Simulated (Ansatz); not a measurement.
The first iterations of a band of C2H3AlSi (7 atoms, charge 0, multiplicity 1).

Computed with Ansatz 0.2.0, UKS revPBE/def2-SVP.

- movable images: 5
- climbing image: yes
- spring: 5.0 eV/Å²
- optimiser: quadratic models (default)
- start path: through a guess of the saddle point
- force threshold: 0.03 eV/Å
- iteration limit: 60
- end points: relaxed

Initial state:

```xyz
7
Properties=species:S:1:pos:R:3
C -0.488 -0.565 0.570
Si 0.235 -1.929 1.470
Al 1.440 -0.470 0.013
C -0.938 0.502 -0.162
H 2.137 0.565 -0.984
H -1.013 1.520 0.267
H -1.372 0.379 -1.174
```

Final state:

```xyz
7
Properties=species:S:1:pos:R:3
C -0.833 -0.747 0.520
Si 0.277 -1.813 1.398
Al 0.871 0.389 -0.244
C -1.188 0.255 -0.265
H 1.588 -0.220 -1.539
H -2.169 0.625 -0.605
H 1.453 1.512 0.735
```

| iteration | highest image above the first end (eV) | largest band force component (eV/Å) |
| --- | --- | --- |
| 1 | 22.540 | 68.545 |
| 2 | 7.370 | 17.149 |
| 3 | 4.754 | 10.614 |
| 4 | 4.362 | 4.293 |
| 5 | 4.112 | 2.865 |
| 6 | 4.030 | 2.006 |
| 7 | 3.941 | 2.138 |
| 8 | 3.813 | 2.248 |
| 9 | 3.596 | 2.130 |
| 10 | 3.274 | 2.125 |
| 11 | 3.098 | 2.047 |
| 12 | 2.844 | 1.655 |
| 13 | 2.818 | 1.793 |

Q: Does the band converge within its limit, and where does its top end?

A: The forces met the threshold. It ended after 39 iterations with the highest image 2.049 eV above the first end. The profile has 2 maxima (images 2, 5) with wells between them (image 4): this band takes more than one step, which may be the mechanism or a detour left from its start path. Neighbouring images differ by up to 2.0 eV, so the band resolves the path poorly. A vibrational analysis at the climbing image gives one clearly imaginary mode, 974i cm⁻¹: a first-order saddle point. The orbitals were unrestricted but ended closed-shell.

Time of the run: 5.3 min on 2 threads of Intel(R) Xeon(R) Platinum 8488C (Sapphire Rapids), with other jobs on the host, peak memory 0.21 GiB.
